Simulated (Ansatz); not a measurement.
Consider the ligand exchange at the Sn–O bond: `C[O][Sn]([F])([F])[F]` + CH₃SH → `C[S][Sn]([F])([F])[F]` + CH₃OH.

Computed with Ansatz on PBE0-D4/def2-TZVP structures; ΔE is electronic, products minus reactants. CBS: MP2 limit from def2 TZ/QZ plus the TZ coupled-cluster correction, frozen cores. This one scheme is used for every species. DFT in def2-TZVPP. HSE06 is defined as in plane-wave codes. def2 core potentials past Kr. For Sn outer-core shells are correlated without core-valence functions, which leaves a few kJ/mol of doubt a bond. Each species was taken in one conformer, which may not be the lowest.

```tsv
species	HSE06-D4 energy (Eh)
`C[O][Sn]([F])([F])[F]`	-628.82010
CH₃SH	-438.52918
`C[S][Sn]([F])([F])[F]`	-951.73793
CH₃OH	-115.63493
```

Problem. Work out ΔE.

Solution. ΔE = (-951.73793) + (-115.63493) − (-628.82010) − (-438.52918) = -0.02358 Eh = -61.9 kJ/mol. CCSD(T)/CBS gives -51.7 kJ/mol.

Largest T1 diagnostic among the species: 0.015.

From r2SCAN to r2SCAN0 (25 % exact exchange), in def2-TZVPP and without D4, ΔE moves by −3.3 kJ/mol. At CCSD(T), def2-SVP lies +5.1 kJ/mol from the extrapolated value and def2-TZVPP +4.0 kJ/mol.
